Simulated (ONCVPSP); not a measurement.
Mn (Z = 25): one change to an ONCV potential, before and after

```json
{
  "Element": "Mn (Z = 25)",
  "Generator": "ONCVPSP 4.0.1",
  "Type": "optimised norm-conserving Vanderbilt (ONCV)",
  "Functional": "LDA (Perdew-Wang 92)",
  "Relativity": "scalar-relativistic",
  "Frozen core": "[Ne]",
  "Valence charge": "15",
  "Reference configuration": "3s2 3p6 3d5 4s1.75 (charge +0.25)",
  "Partial waves": "3s+4s: rc 1.30 bohr, ncon 4, nbas 7, qcut 9.9 1/bohr, 2 projectors; 3p: rc 1.40 bohr, ncon 5, nbas 9, qcut 11.4 1/bohr, 2 projectors, debl 0.8 Ha; 3d: rc 1.65 bohr, ncon 3, nbas 7, qcut 9.7 1/bohr, 2 projectors, debl 2.4 Ha",
  "Local potential": "polynomial inside 0.80 bohr (lpopt 5, dvloc0 2 Ha)",
  "Core correction": "Teter function fitted to the true core (icmod 2), fcfact 0.6"
}
```

In the p channel the program set the typed energies aside and used -2.073, 0.250 Ha.

All-electron outer shells of the reference configuration (LDA (PZ), scalar-relativistic, ld1.x):

```csv
shell,level (eV),outermost node (bohr),outermost maximum (bohr)
2p,-631.68,–,0.19
3s,-87.33,0.34,0.74
3p,-56.42,0.31,0.75
3d,-8.92,–,0.75
4s,-6.92,1.05,2.44
```

Change: s: qcut 7.1; p: qcut 8.2; d: qcut 7.

Cutoffs: the cutoffs (Ha) at which the residual kinetic energy of the hardest occupied pseudo-wave falls to 1 and 0.1 mHa per electron; they do not see the model core or the augmentation charge, which bear on the density cutoff. Errors are all-electron minus pseudo energies relative to the spin-unpolarised reference configuration.

Q: What does the change do?

A: The potential gets neither clearly harder nor softer (35 Ha and 40 Ha → 28 Ha and 90 Ha); the p channel sets the loose cutoff, while the largest relative change is in s, which becomes softer; of the 4 tests that both files solve, the error grows in 3 and shrinks in 0 by more than 15 % and 0.3 meV (median size 2.0 → 3.3 meV); neither file shows a bound ghost.

```csv
quantity,base,changed
"cutoff, loose",35 Ha,28 Ha
"cutoff, tight",40 Ha,90 Ha
loose cutoff by channel,"s 33 Ha, p 30 Ha, d 35 Ha","s 23 Ha, p 28 Ha, d 28 Ha"
bound ghosts,none,none
GHOST(+) flags under 300 eV,none,none
"error for 3s2 3p6 3d5 4s2, meV [ΔE -1.52 eV]",+0.2,+0.2
"error for 3s2 3p6 3d5 4s1, meV [ΔE 7.12 eV]",+0.3,+0.7
"error for 3s2 3p6 3d5 4s0, meV [ΔE 22.99 eV]",+3.8,+6.0
"error for 3s2 3p5 3d5 4s2, meV [ΔE 60.38 eV]",-132,-253
s: phases at 1.32 bohr within 0.05 rad from the reference energy up to (Ha; the scan ends near 5),to the end of the scan,to the end of the scan
p: phases at 1.42 bohr within 0.05 rad from the reference energy up to (Ha; the scan ends near 5),to the end of the scan,to the end of the scan
d: phases at 1.68 bohr within 0.05 rad from the reference energy up to (Ha; the scan ends near 5),to the end of the scan,to the end of the scan
"rms error of d²Exc/dni dnj with the model core, mHa",0.81,1.17
```
